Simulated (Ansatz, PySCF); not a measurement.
Reaction (SMILES): F[SiH2]F [difluorosilane] → F[SiH-]F + H+
Structures are relaxed separately at B3LYP-D3(BJ)/def2-TZVP in Ansatz (a program for electronic structure). Frequencies are from PySCF.
Geometry of the first species:
```
Si
F 1 1.5916
F 1 1.5916 2 107.98
H 1 1.4696 2 108.50 3 -117.41
H 1 1.4696 4 114.67 2 121.46
```
Charge 0, spin multiplicity 1.

Property: gas-phase deprotonation energy (enthalpy at 298 K, with B3LYP-D3(BJ) rigid-rotor harmonic-oscillator terms), in eV. Cores are frozen in the correlated levels unless marked. No spin-orbit coupling. Non-relativistic. Anions need diffuse functions: aug- sets have them; def2-D sets add few; the other sets have none. CBS(X,Y): correlation extrapolated as X^-3; Hartree-Fock from the larger set. The bracket is a focal-point correction in the basis named.

| level | program | gas-phase deprotonation energy (eV) |
|---|---|---|
| revPBE-D4/def2-TZVPD | Ansatz + dftd4 | 15.84 |
| r2SCAN/def2-TZVPD | Ansatz | 16.07 |
| B3LYP-D3(BJ)/def2-TZVPD | Ansatz + dftd3 | 15.99 |
| PBE0/def2-QZVPP | Ansatz | 16.06 |

What does RI-MP2/CBS(aug-cc-pV(T+d)Z,aug-cc-pV(Q+d)Z)+[CCSD(T)-MP2]/aug-cc-pV(T+d)Z (Ansatz) give?

16.10 eV, so PBE0/def2-QZVPP differs from it by -0.04 eV.
